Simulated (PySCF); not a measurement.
Compound: C₃H₁₂Si₃.
SMILES with atom numbers: `[CH2:1]=[CH:2][CH2:3][SiH:4]([SiH3:5])[SiH3:6]` (hydrogens: H7, H8 on C1; H9 on C2; H10, H11 on C3; H12 on Si4; H13, H14, H15 on Si5; H16, H17, H18 on Si6)

Cartesian coordinates in Å at the GFN2-xTB level; atoms count from 1:
```xyz
18
C3H12Si3 angstrom
C      2.650    1.001    0.162
C      1.993    0.225   -0.684
C      1.017   -0.818   -0.290
Si    -0.789   -0.175   -0.510
Si    -2.222   -1.945   -0.044
Si    -1.027    1.769    0.741
H      3.328    1.768   -0.172
H      2.541    0.892    1.229
H      2.122    0.361   -1.751
H      1.170   -1.099    0.753
H      1.160   -1.712   -0.898
H     -0.886    0.154   -1.952
H     -1.995   -3.156   -0.840
H     -3.616   -1.561   -0.270
H     -2.128   -2.369    1.357
H     -0.790    1.524    2.167
H     -0.140    2.868    0.355
H     -2.398    2.279    0.634
```

Vertical excitations from PySCF (density fitting, frozen core in the response, grid level 2 and gas phase unless stated; continuum runs use non-equilibrium linear response for the excitations) on a GFN2-xTB geometry. Reference run:

```json
{"settings": "CAM-B3LYP/def2-SVPD, full TDDFT, 8 singlets", "S1, eV (f)": "6.33 (0.013)", "S2, eV (f)": "6.40 (0.225)", "S3, eV (f)": "6.76 (0.030)", "S4, eV (f)": "6.90 (0.178)", "S5, eV (f)": "7.01 (0.202)", "S6, eV (f)": "7.22 (0.005)", "T1, eV (Tamm–Dancoff)": "4.26", "mean α (au)": "125.3"}
```

Q: What do these settings give: (1) OLYP/def2-SVPD, grid level 3, full TDDFT, 12 singlets; (2) wB97X/3-21G, fitting basis def2-qzvpp-jkfit, full TDDFT, 1 singlet?

A: 
| settings | S1, eV (f) | S2, eV (f) | S3, eV (f) | S4, eV (f) | S5, eV (f) | S6, eV (f) | T1, eV (Tamm–Dancoff) | mean α (au) |
| --- | --- | --- | --- | --- | --- | --- | --- | --- |
| OLYP/def2-SVPD, grid level 3, full TDDFT, 12 singlets | 4.92 (0.004) | 5.33 (0.035) | 5.71 (0.018) | 5.83 (0.064) | 5.95 (0.070) | 6.10 (0.013) | – | 129.0 |
| wB97X/3-21G, fitting basis def2-qzvpp-jkfit, full TDDFT, 1 singlet | 7.12 (0.092) | – | – | – | – | – | – | 101.5 |

(1) S1 moves by -1.41 eV (OLYP has no exact exchange, CAM-B3LYP range-separated exact exchange). (2) S1 moves by +0.79 eV; functional and basis change together, so the shift can't be laid on one. States are counted by energy in each run and needn't keep their character from row to row.

Q: Give the leading configurations of S1 (H = HOMO, L = LUMO) and the HOMO–LUMO gap of each run.

A: 
```json
{"settings": "CAM-B3LYP/def2-SVPD, full TDDFT, 8 singlets", "S1 configurations (weight)": "H→L 0.72, H→L+1 0.17", "S1 (eV)": "6.33", "orbital gap (eV)": "8.96", "S1 − gap (eV)": "-2.63"}
{"settings": "OLYP/def2-SVPD, grid level 3, full TDDFT, 12 singlets", "S1 configurations (weight)": "H→L 0.92", "S1 (eV)": "4.92", "orbital gap (eV)": "4.86", "S1 − gap (eV)": "+0.06"}
{"settings": "wB97X/3-21G, fitting basis def2-qzvpp-jkfit, full TDDFT, 1 singlet", "S1 configurations (weight)": "H→L 0.53, H→L+1 0.39", "S1 (eV)": "7.12", "orbital gap (eV)": "11.25", "S1 − gap (eV)": "-4.13"}
```

One conformer stands for the species.
